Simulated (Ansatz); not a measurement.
`[OH][SbH][OH]`, charge 0, multiplicity 1.

Task: Give a relaxed structure at PBE0-D4/def2-TZVP (the Gaussian-basis code of Ansatz). (Estimate.)

Result: Computed: 
Cartesian coordinates in Å:
```
O -0.6340 -0.1930 1.3951
Sb -0.6171 -0.2322 -0.5663
O 1.2075 0.4240 -0.8649
H -0.5368 -1.0734 1.7666
H -1.2235 1.3637 -0.6247
H 1.8040 -0.2892 -1.1059
```
Point group Cs.
